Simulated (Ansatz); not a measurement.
Gas-phase electronic energies from Ansatz, PBE0-D4/def2-TZVP geometries. CCSD(T)/CBS is the MP2 limit (def2-TZVPP, def2-QZVPP) plus CCSD(T) − MP2 in def2-TZVPP, frozen cores. This one scheme is used for every species. DFT in def2-TZVPP. For Ge outer-core shells are correlated without core-valence functions, which leaves a few kJ/mol of doubt a bond. Scalar relativity is left out up to krypton. Each species was taken in one conformer, which may not be the lowest.

Consider the ligand exchange at a B–O bond: `NB(F)[O][GeH3]` + HCl → `NB(F)Cl` + `[OH][GeH3]`.

| level | ΔE (kcal/mol) |
| --- | --- |
| PBE0-D4 | 9.7 |
| PBE | 8.0 |
| SCS-MP2/def2-TZVPP | 11.2 |
| CCSD/def2-TZVPP | 12.2 |

Problem. What does CCSD(T)/CBS give? (Estimate.)

Solution. The calculation gave: +11.1 kcal/mol. The listed levels differ from it by -1.4, -3.1, 0.1, 1.1 kcal/mol.

Largest T1 diagnostic among the species: 0.012.

In def2-TZVPP, CCSD(T) changes the Hartree–Fock value by −1.5 kcal/mol (the triples alone add −0.5 kcal/mol) and MP2 by −2.7 kcal/mol. From PBE to PBE0 (25 % exact exchange), in def2-TZVPP and without D4, ΔE moves by +1.2 kcal/mol.
